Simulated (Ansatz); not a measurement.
```yaml
crystal:
  periodic: [false, false, false]
  atoms:
    - {symbol: F, position_ang: [0.270327, -0.511773, 1.625643]}
    - {symbol: Hf, position_ang: [0.251244, -0.157021, -0.154949]}
    - {symbol: F, position_ang: [1.399526, -0.960397, -0.829267]}
    - {symbol: Cl, position_ang: [-1.860596, -0.888430, -0.765228]}
    - {symbol: I, position_ang: [0.281238, 2.343255, -0.367281]}
basis:
  gaussian: {orbitals: def2-TZVPD, final_grid: {core_spheres: 8, valence_spheres: 7, degree: 23}}
magnetization: {spin_polarized: true, initial_magnetization: 0}
hamiltonian: {xc: {name: PBEsol}, dispersion: d3bj}
accuracy: high
scf: {lower_state_search: full}
relax: {f_tol: 0.001, max_steps: 3}
output: {forces: true}
```

```sh
$ ansatz run in.yaml --threads 4 --pin off --events-out ev --progress --plain --max-ram 10444MiB
```

(1) How does Ansatz answer? (Best estimate.)

## Answers

(1) Computed: The calculation stopped without meeting its thresholds.
```
Functional definition: PBEsol
3964 factors; integrals over basis functions are off by at most 1.1e-6 eV
mean field evaluation 1: about -27313.7925 eV, gradient 4.0e1 eV
mean field evaluation 2: about -27313.7902 eV, gradient 4.0e1 eV
mean field evaluation 4: about -27317.3870 eV, gradient 1.6e1 eV
mean field evaluation 8: about -27318.3834 eV, gradient 2.4e-1 eV
mean field evaluation 16: about -27318.3836 eV, gradient 1.1e-4 eV
mean field evaluation 160: about -27318.3836 eV, gradient 4.7e-4 eV
mean field -27318.38364556 eV, -1003.9320819089 hartree, gradient 4.7e-8 eV, S^2 0.000000; 5 other end points of the search recorded, 0 dependent functions left out
reference -27318.38365131 eV, -1003.9320821201 hartree; 36, 36 occupied and 192, 192 virtual orbitals, 3964 factors
relax step   1: F+E_penalty+E_count = -27318.46021443 eV  Δ(F+E_penalty+E_count) = +0.000e0 eV  max|allowed force component| = 1.699e1 eV/Å  Δτ_max = 0.0000 Å  (174 SCF iters, accepted)
3966 factors; integrals over basis functions are off by at most 1.1e-6 eV
mean field -27321.45187709 eV, -1004.0448373379 hartree, gradient 5.3e-8 eV, S^2 0.000000; 0 other end points of the search recorded, 0 dependent functions left out
reference -27321.45188300 eV, -1004.0448375551 hartree; 36, 36 occupied and 192, 192 virtual orbitals, 3966 factors
relax step   2: F+E_penalty+E_count = -27321.52649391 eV  Δ(F+E_penalty+E_count) = -3.066e0 eV  max|allowed force component| = 3.194e0 eV/Å  Δτ_max = 0.1949 Å  (47 SCF iters, accepted)
3970 factors; integrals over basis functions are off by at most 1.1e-6 eV
mean field -27321.70151550 eV, -1004.0540113801 hartree, gradient 4.3e-8 eV, S^2 0.000000; 0 other end points of the search recorded, 0 dependent functions left out
reference -27321.70152142 eV, -1004.0540115977 hartree; 36, 36 occupied and 192, 192 virtual orbitals, 3970 factors
relax step   3: F+E_penalty+E_count = -27321.77589411 eV  Δ(F+E_penalty+E_count) = -2.494e-1 eV  max|allowed force component| = 6.795e-1 eV/Å  Δτ_max = 0.0910 Å  (41 SCF iters, accepted)
Error: geometry relaxation did not converge after 3 steps: max|allowed force component| = 6.80e-1 eV/Å (threshold 1.0e-3). Raise `relax.max_steps` over both its present limit and 3, loosen `relax.f_tol`, or start from a geometry closer to equilibrium. Where this run's directory can be resumed (`checkpoint.write`), a resume goes on for up to `relax.max_steps` more
```
